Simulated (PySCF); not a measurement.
Species: C2H6AsB.
SMILES: `C=CB[AsH2]`

Theory: MP2 and CCSD/aug-cc-pVDZ in PySCF, restricted Hartree–Fock reference, frozen core, non-relativistic, gas phase, PBE0-D3(BJ)/def2-SVP geometry.

E(HF) = -2338.05936 Eh.

Problem. How large is the problem?

Solution. 159 basis functions and 56 electrons; 12 orbitals frozen, which leaves o = 16 correlated occupied and v = 131 virtual orbitals. That is o·v = 2096 singles and o·v(o·v + 1)/2 = 2197656 distinct closed-shell doubles amplitudes before symmetry; the costliest CCSD step grows as o²v⁴ = 7.5 × 10^10.

Problem. What are the MP2 and CCSD correlation energies?

Solution. MP2 -0.5029 Eh and CCSD -0.5572 Eh, which gives totals of -2338.56229 and -2338.61657 Eh. That is 0.474 eV for each correlated electron at CCSD (1463 kJ/mol in all, 0.024 % of the total energy); MP2 gives 90.3 % of the CCSD value.

Problem. What is the T1 diagnostic?

Solution. 0.0127, below the customary warning level of 0.02. It is the norm of the spatial-orbital singles amplitudes over the root of the number of correlated electrons, so the norm is 0.072.

Problem. How does correlation change the dipole moment?

Solution. HF gives 1.64 D and CCSD (unrelaxed density) 1.34 D, a change of -0.30 D.

Connected triples and the basis-set limit are missing.

The job also held the EOM ionisation roots. Time: 7.8 min of wall time. Hardware: Arm Neoverse V1, one thread, no GPU (shared host).

Conformer computed: `[CH2:1]=[CH:2][BH:3][AsH2:4]`: C1–C2–B3–As4 5°, H–As4–B3–C2 45°, H–As4–B3–C2 141°.

One conformer stands for the species.
